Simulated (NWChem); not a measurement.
System: C4H4OS; SMILES O=C1C=CSC1

NWChem input:

```
start job
memory heap 200 mb stack 900 mb global 1100 mb
geometry units angstroms noautosym nocenter noautoz
  O     -0.289127     2.369931     0.000000
  C     -0.043347     1.172306     0.000000
  C      1.270720     0.517248     0.000000
  C      1.205414    -0.844212     0.000000
  S     -0.389645    -1.559031     0.000000
  C     -1.163518     0.097533     0.000000
  H      2.202421     1.097617     0.000000
  H      2.066098    -1.529825     0.000000
  H     -1.802331     0.216818     0.897807
  H     -1.802331     0.216818    -0.897807
end
basis spherical
  * library def2-svp
end
dft
  xc b3lyp
  iterations 150
end
cosmo
  dielec 2.0
end
task dft energy
```

The geometry was optimised at PBE-D3(BJ)/def2-SVP.

Level: B3LYP/def2-SVP with COSMO at NWChem's default radii, gas-phase geometry; the question gives the dielectric constant.

**Question.** Predict the main results of this run. (B3LYP/def2-SVP, COSMO on the gas-phase geometry.) Quantities: electrostatic solvation energy (kcal/mol); dipole in solution (D).

**Answer.** electrostatic solvation energy (kcal/mol): -3.1
dipole in solution (D): 3.02
